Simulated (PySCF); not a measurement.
C₄H₁₁BO.
Bonds: C1–O2, O2–C3, C3–B4, B4–C5, B4–C6. Hydrogens: H7, H8, H9 on C1; H10, H11 on C3; H12, H13, H14 on C5; H15, H16, H17 on C6.

Method used: PBE0-D3(BJ)/def2-SVP geometry optimisation, gas phase (PySCF 2.14.0).

(1) What internal coordinates does the optimisation give?

## Answers

(1) 
| bond | length (Å) |
| --- | --- |
| C1–O2 | 1.390 |
| O2–C3 | 1.398 |
| C3–B4 | 1.575 |
| B4–C5, B4–C6 | 1.568 |
| C1–H7 | 1.100 |
| C1–H8, C1–H9 | 1.110 |
| C3–H10, C3–H11 | 1.116 |
| C5–H12 and 5 like bonds | 1.103 |

Bonds in one row agree within 0.01 Å and their mean is given. A selection of angles:
| angle | degrees |
| --- | --- |
| O2–C1–H7 | 108.3 |
| O2–C1–H8 | 112.1 |
| H7–C1–H8 | 108.4 |
| C1–O2–C3 | 113.7 |
| O2–C3–B4 | 114.1 |
| O2–C3–H10 | 111.3 |
| B4–C3–H10 | 108.1 |
| H10–C3–H11 | 103.8 |
| C3–B4–C5 | 119.6 |
| C3–B4–C6 | 118.1 |
| C5–B4–C6 | 122.2 |
| B4–C5–H12 | 115.3 |
| B4–C5–H13 | 111.6 |
| B4–C5–H14 | 106.0 |
| H12–C5–H13 | 110.7 |
| H12–C5–H14 | 107.8 |
| H13–C5–H14 | 104.6 |
| B4–C6–H16 | 106.7 |
| H15–C6–H17 | 109.3 |

Dihedral angles: C1–O2–C3–B4 180° (antiperiplanar); O2–C3–B4–C5 -4° (synperiplanar). The mirror-image conformer, all signs reversed, is as good.

The 6 heavy atoms lie in one plane (0.020 Å rms). B4 (three-coordinate boron) is planar (angles 122.2°, 119.6° and 118.1°, sum 360.0°, 0.00 Å off the plane of its three neighbours). O2 (ether oxygen) is bent (angle 113.7°). Of the pairs four or more bonds apart, O2···H13 is among the closest relative to their van der Waals radii: 2.64 Å, 97 % of the sum of Bondi's values.

No frequency check. The numbers are those of one conformer.
